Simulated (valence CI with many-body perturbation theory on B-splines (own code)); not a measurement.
# Hf I in brief

Method: valence CI with perturbative core correlation (CI+MBPT): four valence electrons over a frozen Dirac-Fock core [Xe] 4f14, radial functions for each j: 9 s, 9 p, 10 d, 8 f, 5 g, 3 h, 1 i, with the one-electron correlation potential Σ1, the two-electron term Σ2, the three-electron term Σ3, Breit, model QED; selected CI, second order for the rest, scaled by the run's own slope (own B-spline code, finite nucleus).

Against 22 measured levels this calculation errs by 299 cm⁻¹ on average and by 855 at most. These come from a selection out of the NIST Handbook of Basic Atomic Spectroscopic Data. Levels without a partner in it may be off by more, other configurations by 1,000 to 4,000 cm⁻¹. Among the levels kept, up to 500 cm⁻¹ of a level comes from second order outside the variational space, and about a tenth of that is noise between levels of different J, which matters for small intervals.

Names give the largest LS component (configuration and term), which can be under half, so a name can repeat, a term be missing and a line seem to break the LS rules; names also repeat where a configuration has a term twice.

Rates and lifetimes use the calculated energies. Strong lines usually hold to 10 to 20 %, long lifetimes can be off by a factor of two.

**Question.** What is the ground level?

**Answer.** 5d2 6s2 3F_2, composition 83 % 5d2 6s2 3F + 7 % 5d2 6s2 1D + 2 % 5d2 6p2 3F, g = 0.694.

**Question.** What is the ionisation energy?

**Answer.** 6.8932 eV; NIST lists 6.82507 eV (measured).

**Question.** Where does the other parity begin?

**Answer.** At 5d 6s2 6p 3F°_2, 1.360 eV.

**Question.** What are the static dipole polarisabilities of the lowest levels?

**Answer.** 5d2 6s2 3F_2 97.6 (tensor -0.59); 5d2 6s2 3F_3 97.7 (tensor -0.64); 5d2 6s2 3F_4 97.7 (tensor -0.68) bohr³, of which the core gives 3.20. The recommended value for the atom is 103 ± 6 bohr³ (Schwerdtfeger and Nagle, table of static dipole polarizabilities (2023 update)).

**Question.** Among levels below 3.546 eV, which E1 lines absorb most strongly from the ground level?

**Answer.** to 5d2 6s 6p 3F°_2 at 370.3 nm, f = 0.0549; to 5d2 6s 6p 3G°_3 at 353.7 nm, f = 0.0489; to 5d 6s2 6p 1P°_1 at 373.4 nm, f = 0.0350.
